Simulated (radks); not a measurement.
Results of a calculation; reference values are marked as such.
The germanium ion Ge17+, configuration [Ne] 3s2 3p3 (the NIST ground configuration). Level of theory: Dirac Kohn-Sham, PBE, spin-unpolarised, spherical densities, finite nucleus; open shells fill j = l - 1/2 first; Fermi nuclear charge, rms radius 4.0742 fm (a radial shooting solver on a logarithmic mesh with Libxc functionals).

Normalised radial functions P(r) = r R(r) (large component), r in bohr:

```
   r/bohr * 2p3/2, o 3p3/2 (the largest magnitude, 2.28, reaches the edge; | marks zero, & curves that meet)
 0.002461                             &
 0.003055                             &
 0.003821                             &
 0.004781                             &
 0.005981                             &
 0.007423                             o*
 0.009287                             o*
  0.01162                             |&
  0.01454                             |o*
  0.01819                             |o *
  0.02257                             | o *
  0.02824                             |  o  *
  0.03533                             |   o   *
   0.0442                             |    o     *
  0.05485                             |      o      *
  0.06862                             |       o         *
  0.08585                             |         o           *
   0.1074                             |          o             *
   0.1344                             |         o                *
   0.1668                             |      o                  *
   0.2086                             | o                    *
    0.261                        o    |                 *
   0.3266                 o           |           *
   0.4053            o                |      *
   0.5071           o                 |  *
   0.6344              o              |*
   0.7936                   o         *
   0.9929                        o    *
    1.232                           o *
    1.542                             &
```

2p3/2: eigenvalue -1821.8 eV, 0 radial nodes, <r> = 0.183 bohr, 90 % of the charge inside 0.297 bohr. 3p3/2: eigenvalue -632.97 eV, 1 radial node at r = 0.225 bohr, <r> = 0.529 bohr, 90 % of the charge inside 0.784 bohr.
